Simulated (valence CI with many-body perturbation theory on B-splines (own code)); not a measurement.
Results of a calculation; reference values are marked as such.
# Ladder of approximations for In XLII

Level of theory: relativistic CI+MBPT: six valence electrons over a frozen Dirac-Fock core [He], a basis of 9 s, 9 p, 8 d, 6 f, 3 g, 1 h functions for each j, with the one-electron correlation potential Σ1 (screened to all orders), the two-electron term Σ2, the three-electron term Σ3, Breit, model QED; selected single and double excitations, second order for the rest, scaled by the run's own slope (own B-spline code, finite nucleus).

The last digits are not significant, and no measured levels were compared; by estimate large intervals hold to a few tenths of a per cent, small ones and those within an open d or f shell to about a per cent. Among the levels kept, up to 2200 cm⁻¹ of a level comes from second order outside the variational space, and about a tenth of that is noise between levels of different J, which matters for small intervals.

Each rung adds one term. CI alone is the Dirac-Coulomb CI over the frozen core; QED comes last and gives the full result, which names the levels. Energies are above (2s^2 2p1/2^2 2p3/2^2) J=2 on the same rung, in Ry.

Levels are named by their leading jj configuration (3d3/2^4 stands for four electrons in 3d with j = 3/2), which in mixed levels can hold well under half, so a name can repeat and another be missing. Letters in brackets count levels of one name in rising energy.

```csv
Level,CI alone,Σ1,Σ2,Σ3,Breit,QED,Full
(2s^2 2p1/2^2 2p3/2^2) J=0,2.25,0.000,+0.012,-0.003,+0.150,-0.003,2.41
(2s^2 2p1/2 2p3/2^3) J=1,15.98,+0.005,+0.001,-0.001,-0.176,+0.032,15.84
(2s^2 2p1/2 2p3/2^3) J=2,17.28,+0.006,+0.003,-0.003,-0.328,+0.032,16.99
(2s 2p1/2^2 2p3/2^3) J=2,32.97,-0.011,-0.021,-0.011,+0.014,-0.271,32.67
(2s^2 2p3/2^4) J=0,34.07,+0.011,+0.013,-0.004,-0.423,+0.059,33.72
(2s 2p1/2^2 2p3/2^3) J=1,36.29,-0.011,-0.028,-0.017,+0.046,-0.271,36.01
(2s 2p1/2 2p3/2^4) J=0,49.48,-0.006,-0.012,-0.012,-0.181,-0.240,49.03
(2s 2p1/2 2p3/2^4) J=1,51.81,-0.006,-0.024,-0.018,-0.241,-0.242,51.28
(2p1/2^2 2p3/2^4) J=0,71.45,-0.022,-0.051,-0.032,+0.100,-0.538,70.91
(2s^2 2p1/2^2 2p3/2 3s) J=2,265.18,+0.019,+0.008,-0.012,-0.242,+0.064,265.02
(2s^2 2p1/2^2 2p3/2 3s) J=1,265.62,+0.019,+0.006,-0.012,-0.230,+0.064,265.47
(2s^2 2p1/2^2 2p3/2 3p1/2) J=1,270.06,+0.016,+0.005,-0.012,-0.126,-0.020,269.93
(2s^2 2p1/2^2 2p3/2 3p1/2) J=2,270.24,+0.016,+0.005,-0.012,-0.166,-0.020,270.06
(2s^2 2p1/2^2 2p3/2 3p3/2) J=3,274.74,+0.017,+0.006,-0.012,-0.259,-0.012,274.48
(2s^2 2p1/2^2 2p3/2 3p3/2) J=1,274.74,+0.017,+0.006,-0.012,-0.241,-0.012,274.49
(2s^2 2p1/2^2 2p3/2 3p3/2) J=2,275.91,+0.017,+0.003,-0.012,-0.235,-0.012,275.68
(2s^2 2p1/2^2 2p3/2 3p3/2) J=0,276.96,+0.017,+0.011,-0.012,-0.178,-0.012,276.78
(2s^2 2p1/2^2 2p3/2 3d3/2) J=2,280.15,+0.021,+0.016,-0.011,-0.362,+0.063,279.87
(2s^2 2p1/2 2p3/2^2 3s) J=2 [a],280.34,+0.024,-0.004,-0.011,-0.369,+0.014,280.00
(2s^2 2p1/2^2 2p3/2 3d3/2) J=3,280.54,+0.020,+0.007,-0.012,-0.288,-0.018,280.25
(2s^2 2p1/2^2 2p3/2 3d3/2) J=1,280.67,+0.020,+0.013,-0.012,-0.333,+0.057,280.42
(2s^2 2p1/2^2 2p3/2 3d3/2) J=0,280.64,+0.020,+0.014,-0.012,-0.170,-0.020,280.47
(2s^2 2p1/2 2p3/2^2 3s) J=1 [a],280.86,+0.025,-0.001,-0.011,-0.400,+0.020,280.50
(2s^2 2p1/2^2 2p3/2 3d5/2) J=4,281.59,+0.020,+0.009,-0.012,-0.329,-0.015,281.26
(2s^2 2p1/2 2p3/2^2 3s) J=3,281.87,+0.025,+0.009,-0.013,-0.677,+0.089,281.30
(2s^2 2p1/2 2p3/2^2 3s) J=2 [b],282.04,+0.021,+0.012,-0.012,-0.481,+0.061,281.64
(2s^2 2p1/2^2 2p3/2 3d5/2) J=2,282.38,+0.024,+0.001,-0.013,-0.501,+0.021,281.91
(2s^2 2p1/2^2 2p3/2 3d5/2) J=3,283.05,+0.021,+0.005,-0.012,-0.355,-0.008,282.70
(2s^2 2p1/2^2 2p3/2 3d5/2) J=1,283.17,+0.021,+0.008,-0.012,-0.306,+0.004,282.89
(2s^2 2p1/2 2p3/2^2 3s) J=0,283.69,+0.025,+0.018,-0.015,-0.435,+0.093,283.37
(2s^2 2p1/2 2p3/2^2 3s) J=1 [b],283.98,+0.024,+0.011,-0.015,-0.421,+0.076,283.66
```

The middle columns are the shifts that each term adds.

(1) How does the ionisation energy move along the ladder, and which term matters most?

## Answers

(1) CI alone 6555.8, + Σ1 6556.1, + Σ2 6556.3, + Σ3 6556.1, + Breit 6551.5, + QED 6551.3 eV. The largest step is Breit, -4.6 eV. NIST lists 6554 ± 13 eV (semi-empirical).
